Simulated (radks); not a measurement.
The numbers below are computed, except where a source is named.
The tin ion Sn2+, configuration [Kr] 4d10 5s2. Level of theory: Dirac Kohn-Sham, LDA (Slater exchange, Perdew-Wang correlation), spin-unpolarised, spherical densities, point nucleus (a radial shooting solver on a logarithmic mesh with Libxc functionals).

Radial electron density D(r) = 4 pi r^2 rho(r):

r (bohr),D(r) (e/bohr)
0.001002,1.580
0.001336,2.612
0.001782,4.270
0.002377,6.879
0.00317,10.86
0.004228,16.71
0.005639,24.81
0.007521,35.17
0.01003,46.90
0.01338,57.76
0.01784,64.43
0.0238,64.33
0.03174,59.12
0.04234,56.51
0.05647,64.48
0.07531,78.55
0.09965,80.96
0.1329,66.11
0.1773,57.07
0.2364,65.88
0.3153,61.51
0.4206,34.38
0.561,20.48
0.7482,23.37
0.9979,18.97
1.331,9.376
1.775,3.763
2.368,1.475
3.158,0.4248
4.212,0.06008
5.618,0.003010

D(r) has 4 maxima, at r = 0.0204, 0.0898, 0.264, 0.779 bohr, and minima at 0.0404, 0.173, 0.570 bohr, inside which lie 2.04, 11.20, 28.99 electrons.
